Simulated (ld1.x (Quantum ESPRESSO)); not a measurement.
## LDA (PZ) TM dataset for Dy (Z = 66), fully relativistic all-electron reference.

ld1.x (Quantum ESPRESSO) 7.5 was run on this input:

```
&input
   title='Dy', zed=66., rel=2, dft='PZ', iswitch=3,
   config='[Xe] 4f10 5d0 6s1 6p0', rel_dist='average',
   nld=7, rlderiv=3.95, eminld=-6.0, emaxld=5.0, deld=0.02
 /
 &inputp
   pseudotype=2, tm=.true., lloc=0,
   nlcc=.false.,
   file_pseudopw='Dy.UPF', file_wfcaegen='ae.wfc', file_wfcncgen='nc.wfc', file_beta='beta', file_chi='chi'
 /
4
5P  2  1   6.00   0.00  2.10  2.10  0.0
5D  3  2   0.00   0.00  3.65  3.65  0.0
4F  4  3  10.00   0.00  0.95  0.95  0.0
5S  1  0   2.00   0.00  1.25  1.25  0.0
 &test
   configts(1)='4f10 5s2 5p6 5d0 6s1 6p0'
 /
```

Command:

```bash
ld1.x < Dy.in > Dy.out
```

Resulting log (shortened: banner, matrices, multipoles, cross overlaps and the repeated all-electron block are left out):

```
[... start of the log left out ...]
     Fully relativistic calculation: |psi|^2

     Wfc 5P LC norm =  0.99977969 SC norm =  0.00022031 missing  0.00000000

     Wfc 5P LC norm =  0.99980824 SC norm =  0.00019175 missing  0.00000002

     Wfc 5D LC norm =  0.99993632 SC norm =  0.00006365 missing  0.00000003

     Wfc 5D LC norm =  0.99994032 SC norm =  0.00005827 missing  0.00000141

     Wfc 4F LC norm =  0.99942845 SC norm =  0.00057155 missing  0.00000000

     Wfc 4F LC norm =  0.99944319 SC norm =  0.00055678 missing  0.00000003

      Wfc   5P  rcut= 2.086  Using Troullier-Martins method

      Wfc   5P  rcut= 2.086  Using Troullier-Martins method

      Wfc   5D  rcut= 3.616  Using Troullier-Martins method

      Wfc   5D  rcut= 3.616  Using Troullier-Martins method

      Wfc   4F  rcut= 0.961  Using Troullier-Martins method

      Wfc   4F  rcut= 0.961  Using Troullier-Martins method

     ------------------- End of pseudopotential generation -------------------

     Computing logarithmic derivative in   3.97138

 %%%%%%%%%%%%%%%%%%%%%%%%%%%%%%%%%%%%%%%%%%%%%%%%%%%%%%%%%%%%%%%%%%%%%%%%%%%%%%
     Error in routine run_pseudo (1):
     Errors in PS-KS equation
 %%%%%%%%%%%%%%%%%%%%%%%%%%%%%%%%%%%%%%%%%%%%%%%%%%%%%%%%%%%%%%%%%%%%%%%%%%%%%%

     stopping ...
```

The run stopped because the pseudo-atom solver did not find the valence states with the expected number of nodes, which is the usual sign of a ghost state.

The run took about 0.73 s on one core of a shared server CPU.
